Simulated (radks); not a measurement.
Values are calculated unless marked as measured or tabulated.
Ionisation of neutral palladium, [Kr] 4d10, to [Kr] 4d9 as the strength of local exchange is varied. Level of theory: Dirac Kohn-Sham, Slater X-alpha exchange (alpha = 2/3 is LDA exchange), no correlation, spin-unpolarised, spherical densities, point nucleus (a radial shooting solver on a logarithmic mesh with Libxc functionals).

alpha,E(Pd) (hartree),exchange (hartree),IE (eV),-e of the level emptied (eV),<r> of it (bohr)
0.628,-5030.00793,-126.93400,7.481,2.681 (4d5/2),1.652
0.667,-5037.89734,-135.04152,7.937,3.022 (4d5/2),1.629
0.708,-5046.20550,-143.59304,8.434,3.401 (4d5/2),1.607
0.759,-5056.56029,-154.27062,9.077,3.900 (4d5/2),1.580
0.845,-5074.07212,-172.37699,10.223,4.812 (4d5/2),1.539
0.923,-5090.01003,-188.90842,11.330,5.713 (4d5/2),1.504
0.95,-5095.53920,-194.65502,11.728,6.042 (4d5/2),1.492
1.023,-5110.51979,-210.25420,12.843,6.974 (4d5/2),1.463

NIST Atomic Spectra Database: 8.337 eV (measured). The Delta-SCF value meets it near alpha = 0.70. Spin polarisation and multiplet splitting are left out, so open shells lie too high by an amount that depends on their filling.

Beside tabulated values, note that spin-unpolarised runs miss the spin-polarisation part of the exchange energy of open shells.
